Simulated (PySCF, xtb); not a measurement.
CH7GaP2, SMILES [CH3][Ga]([PH2])[PH2].

GFN2-xTB run with xtb 6.7.1 at its own geometry gives an orbital gap of 3.15 eV and a dipole moment of 2.28 D.

The structure is a stationary point at r2SCAN-D4/def2-SVP. The structure was generated by enumeration; whether it is a known compound was not checked. The values are those of a single conformer.

Problem. What does PBE/def2-TZVP (PySCF) give? (An estimate is asked for; the answer gives what the named calculation found.)

Solution. gap 3.76 eV (levels -5.80 and -2.03 eV), dipole 1.59 D.
